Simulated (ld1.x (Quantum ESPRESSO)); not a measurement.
# An all-electron radial function and its pseudo partner (silver (Ag))

Columns: radius, all-electron u(r) and pseudo u(r) of the 5s shell (level -4.29 eV) of silver in the configuration [Ar] 3d10 4s2 4p6 4d10 5s1 5p0; revPBE, scalar-relativistic, PAW scheme, ld1.x (Quantum ESPRESSO) 7.5.

```json
{"r (bohr)": "0.113", "all-electron": "-0.0932", "pseudo": "-0.2613"}
{"r (bohr)": "0.225", "all-electron": "0.1397", "pseudo": "-0.4878"}
{"r (bohr)": "0.338", "all-electron": "0.1292", "pseudo": "-0.6560"}
{"r (bohr)": "0.450", "all-electron": "-0.0398", "pseudo": "-0.7460"}
{"r (bohr)": "0.563", "all-electron": "-0.1926", "pseudo": "-0.7541"}
{"r (bohr)": "0.675", "all-electron": "-0.2626", "pseudo": "-0.6873"}
{"r (bohr)": "0.788", "all-electron": "-0.2532", "pseudo": "-0.5613"}
{"r (bohr)": "0.900", "all-electron": "-0.1880", "pseudo": "-0.4005"}
{"r (bohr)": "1.013", "all-electron": "-0.0915", "pseudo": "-0.2254"}
{"r (bohr)": "1.125", "all-electron": "0.0156", "pseudo": "-0.0588"}
{"r (bohr)": "1.238", "all-electron": "0.1226", "pseudo": "0.0890"}
{"r (bohr)": "1.350", "all-electron": "0.2208", "pseudo": "0.2098"}
{"r (bohr)": "1.463", "all-electron": "0.3082", "pseudo": "0.3066"}
{"r (bohr)": "1.575", "all-electron": "0.3824", "pseudo": "0.3826"}
{"r (bohr)": "1.688", "all-electron": "0.4447", "pseudo": "0.4447"}
{"r (bohr)": "1.800", "all-electron": "0.4946", "pseudo": "0.4946"}
{"r (bohr)": "1.913", "all-electron": "0.5343", "pseudo": "0.5343"}
{"r (bohr)": "2.025", "all-electron": "0.5642", "pseudo": "0.5642"}
{"r (bohr)": "2.138", "all-electron": "0.5861", "pseudo": "0.5861"}
{"r (bohr)": "2.250", "all-electron": "0.6007", "pseudo": "0.6007"}
{"r (bohr)": "2.363", "all-electron": "0.6092", "pseudo": "0.6092"}
{"r (bohr)": "2.475", "all-electron": "0.6125", "pseudo": "0.6125"}
{"r (bohr)": "2.588", "all-electron": "0.6115", "pseudo": "0.6115"}
{"r (bohr)": "2.700", "all-electron": "0.6067", "pseudo": "0.6067"}
{"r (bohr)": "2.813", "all-electron": "0.5989", "pseudo": "0.5989"}
{"r (bohr)": "2.925", "all-electron": "0.5886", "pseudo": "0.5886"}
```

Problem. How many radial nodes do the two functions have?

Solution. The all-electron 5s function has n − l − 1 = 4 (the table is too coarse to show those close to the nucleus); the pseudo-wave has 1, since 1 lower shell of the same l stays in the valence.

Problem. At about which radius was the pseudo-wave matched?

Solution. 1.75 bohr. The columns agree to 0.0005 from 1.57 bohr on; several derivatives are matched, so the curves merge somewhat inside the radius.

Problem. Is the pseudo-wave norm-conserving?

Solution. No, it belongs to a PAW set: the norm inside the radius is not constrained, and the difference is carried by the augmentation charge.
